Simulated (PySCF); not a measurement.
# Potential energy of NaGa⁺ along the bond

Set-up: basis Na cc-pVDZ, Ga cc-pVDZ-PP with ECP10; scalar-relativistic core potentials; PySCF 2.14. Energies in eV from Na⁺ + Ga in their ground configurations at the same level. State: ²Σ⁺ (doublet), unpaired electrons σ ↑.

```csv
R (Å),UHF-MP2,TPSS,UHF-SCS-MP2,PBE
2.940,-0.7275,-0.882,-0.7187,-0.939
3.077,-0.8011,-0.953,-0.7936,-1.009
3.214,-0.8419,-0.995,-0.8357,-1.050
3.316,-0.8563,-1.012,-0.8509,-1.067
3.419,-0.8598,-1.020,-0.8553,-1.074
3.522,-0.8548,-1.019,-0.8509,-1.074
3.658,-0.8376,-1.009,-0.8346,-1.065
3.829,-0.8037,-0.985,-0.8015,-1.042
4.034,-0.7508,-0.945,-0.7494,-1.006
4.308,-0.6688,-0.883,-0.6680,-0.948
```

Question: Put a parabola through the three lowest points of the UHF-MP2 curve and estimate Re, k and ωe (reduced mass 17.24 u; 1 eV/Å² = 0.16022 mdyn/Å; ωe = 1302.8·√(k/μ) cm⁻¹).

Answer: Through R = 3.316, 3.419, 3.522 Å the second-order coefficient is 0.401 eV/Å², so Re ≈ 3.410 Å, k ≈ 0.128 mdyn/Å and ωe ≈ 112 cm⁻¹. A polynomial fit of higher order to the unrounded UHF-MP2 energies gives Re = 3.406 Å, k = 0.135 mdyn/Å, ωe = 115 cm⁻¹; anharmonicity and rounding make the difference.

The higher-order fit for each curve: UHF-MP2: Re = 3.406 Å, ωe = 115 cm⁻¹, De = 0.86 eV; TPSS: Re = 3.461 Å, ωe = 103 cm⁻¹, De = 1.02 eV; UHF-SCS-MP2: Re = 3.415 Å, ωe = 115 cm⁻¹, De = 0.86 eV; PBE: Re = 3.466 Å, ωe = 101 cm⁻¹, De = 1.07 eV.

Correlated steps freeze 5 core orbitals. Correlated levels converge slowly with the basis: in double zeta they bind strong bonds too weakly, by up to about 1 eV, and carry superposition errors of some tenths. Spin–orbit coupling is left out. For an ion De counts to the pair picked by the measured ionisation energies or electron affinities, which need not be the lowest pair at this level. The state was picked by a PBE0 search and need not be the measured ground state.
